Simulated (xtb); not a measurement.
C9H5FN2OS, SMILES Fc1cnc(nc1)-c1sc(C=O)cc1. All values are semi-empirical tight-binding results from xtb (GFN2-xTB unless named), good for trends rather than for accurate numbers. The structure is a stationary point at GFN2-xTB. One conformer was computed; it need not be the lowest.

```
Item                                             Value
--------------------------------------  --------------
point group as xtb finds it                         Cs
orbital gap                                    1.94 eV
zero-point energy                        75.3 kcal/mol
G − E(el) at 298.15 K (modified RRHO)    50.9 kcal/mol
static polarisability (D4 model)           132.7 bohr³
solvation energy, GFN2-xTB/ALPB(water)   -5.0 kcal/mol
solvation energy, GFN2-xTB/ALPB(dmso)   -13.0 kcal/mol
```
